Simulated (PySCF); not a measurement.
**C₆ coefficients of unlike pairs at UHF**

Calculated with PySCF 2.14 from the dipole response of each species, C₆(A,B) = (3/π) ∫ α_A(iu) α_B(iu) du, in atomic units, from isotropic polarisabilities. For ions this is the dispersion term alone; charge-induced terms of lower order in 1/R come first.

| species | configuration | basis | relativity | α (bohr³) | C₆ (like pair) |
| --- | --- | --- | --- | --- | --- |
| I³⁺ | [Kr] 4d10 5s2 5p2 (3P) | aug-cc-pVQZ-DK3 (9s8p6d3f2g) | spin-free X2C | 10.56 | 58.48 |
| Tc³⁺ | [Kr] 4d4 (5D) | aug-cc-pVTZ-PP with one added diffuse shell each of s, p, d, f, g type with ECP28MDF (7s7p6d4f3g) | core potential | 5.092 | 22.88 |
| Ga⁺ | [Ar] 3d10 4s2 (1S) | aug-cc-pwCVDZ-PP with ECP10MDF (6s5p4d1f) | core potential | 21.16 | 110.4 |
| Ar³⁺ | [Ne] 3s2 3p3 (4S) | aug-cc-pCVQZ-DK (10s9p7d5f3g) | spin-free X2C | 3.681 | 10.00 |

Q: Estimate C₆ for Ar³⁺ with Tc³⁺.

A: The integral gives 15.03. The combination rule 2 C_A C_B / (C_A α_B/α_A + C_B α_A/α_B) gives 15.07 and the geometric mean 15.13.

No spin-orbit coupling is included.

The other pairs:

| pair | C₆ |
| --- | --- |
| Tc³⁺, I³⁺ | 35.52 |
| Ar³⁺, Ga⁺ | 29.57 |
| Ar³⁺, I³⁺ | 23.92 |
| Ga⁺, I³⁺ | 75.83 |
| Ga⁺, Tc³⁺ | 42.80 |
